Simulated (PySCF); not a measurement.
F₄Se, charge +1, doublet, geometry from GFN2-xTB (a state made from the parent by changing its charge; the spin is typed, not shown lowest); CAMB3LYP/STO-3G (PySCF).

PySCF was given this input:
```python
from pyscf import gto, scf, dft

mol = gto.Mole()
mol.atom = '''
    Se    0.00175924    0.00073057    0.27580486
    F     0.73333040    1.01348604   -0.79647137
    F     1.48398562   -1.07701007    0.26150674
    F    -0.74339671   -1.01766635   -0.78167169
    F    -1.48056534    1.07843043    0.27470686
'''
mol.basis = 'sto-3g'
mol.charge = 1
mol.spin = 1
mol.verbose = 4
mol.build()

mf = dft.UKS(mol)
mf.xc = 'camb3lyp'
mf.kernel()
```

It wrote (shortened):

```
PySCF version 2.14.0

[INPUT] verbose = 4
[INPUT] num. atoms = 5
[INPUT] num. electrons = 69
[INPUT] charge = 1
[INPUT] spin (= nelec alpha-beta = 2S) = 1
[INPUT] symmetry False subgroup None
[INPUT] Mole.unit = angstrom
[INPUT] Symbol           X                Y                Z      unit          X                Y                Z       unit  Magmom
[INPUT]  1 Se     0.001759240000   0.000730570000   0.275804860000 AA    0.003324481787   0.001380577215   0.521195649224 Bohr   0.0
[INPUT]  2 F      0.733330400000   1.013486040000  -0.796471370000 AA    1.385793614818   1.915211046670  -1.505112755357 Bohr   0.0
[INPUT]  3 F      1.483985620000  -1.077010070000   0.261506740000 AA    2.804326394593  -2.035254065699   0.494176118328 Bohr   0.0
[INPUT]  4 F     -0.743396710000  -1.017666350000  -0.781671690000 AA   -1.404816183803  -1.923110687686  -1.477145413426 Bohr   0.0
[INPUT]  5 F     -1.480565340000   1.078430430000   0.274706860000 AA   -2.797863002124   2.037938157097   0.519120729939 Bohr   0.0

nuclear repulsion = 471.868249878476
number of shells = 20
number of NR pGTOs = 114
number of NR cGTOs = 38
basis = sto-3g
ecp = {}

******** <class 'pyscf.dft.uks.UKS'> ********
method = UKS
initial guess = minao
damping factor = 0
level_shift factor = 0
DIIS = <class 'pyscf.scf.diis.CDIIS'>
diis_start_cycle = 1
diis_space = 8
diis_damp = 0
SCF conv_tol = 1e-09
SCF conv_tol_grad = None
SCF max_cycles = 50
direct_scf = True
direct_scf_tol = 1e-13
number electrons alpha = 35  beta = 34
XC library pyscf.dft.libxc version 7.1.2
    S. Lehtola, C. Steigemann, M. J. T. Oliveira, and M. A. L. Marques,  SoftwareX 7, 1–5 (2018)
XC functionals = camb3lyp
    T. Yanai, D. P. Tew, and N. C. Handy,  Chem. Phys. Lett. 393, 51 (2004)
radial grids:
    Treutler-Ahlrichs [JCP 102, 346 (1995); DOI:10.1063/1.469408] (M4) radial grids

becke partition: Becke, JCP 88, 2547 (1988); DOI:10.1063/1.454033
pruning grids: <function nwchem_prune>
grids dens level: 3
symmetrized grids: False
atomic radii adjust function: <function treutler_atomic_radii_adjust>
small_rho_cutoff = 0
Set gradient conv threshold to 3.16228e-05
tot grids = 77472
init E= -2765.56868287535

cycle= 1 E= -2767.7116046659  delta_E= -2.14  |g|= 0.382  |ddm|= 2.27
cycle= 2 E= -2767.79772499294  delta_E= -0.0861  |g|= 0.257  |ddm|= 1.16
cycle= 3 E= -2767.85612239358  delta_E= -0.0584  |g|= 0.0379  |ddm|= 0.483
cycle= 4 E= -2767.85795777816  delta_E= -0.00184  |g|= 0.0261  |ddm|= 0.119
cycle= 5 E= -2767.85892486091  delta_E= -0.000967  |g|= 0.00701  |ddm|= 0.0654
cycle= 6 E= -2767.85914080453  delta_E= -0.000216  |g|= 0.000799  |ddm|= 0.0543
cycle= 7 E= -2767.85914352398  delta_E= -2.72e-06  |g|= 0.000257  |ddm|= 0.00527
cycle= 8 E= -2767.85914385368  delta_E= -3.3e-07  |g|= 0.00012  |ddm|= 0.00179
cycle= 9 E= -2767.85914397634  delta_E= -1.23e-07  |g|= 4.41e-05  |ddm|= 0.00135
cycle= 10 E= -2767.859143995  delta_E= -1.87e-08  |g|= 1.49e-05  |ddm|= 0.000633
cycle= 11 E= -2767.85914399574  delta_E= -7.36e-10  |g|= 1.2e-05  |ddm|= 0.000107
Extra cycle  E= -2767.85914399571  delta_E= 2.68e-11  |g|= 1.53e-05  |ddm|= 5.16e-05
converged SCF energy = -2767.85914399571  <S^2> = 0.79434027  2S+1 = 2.0438594
```
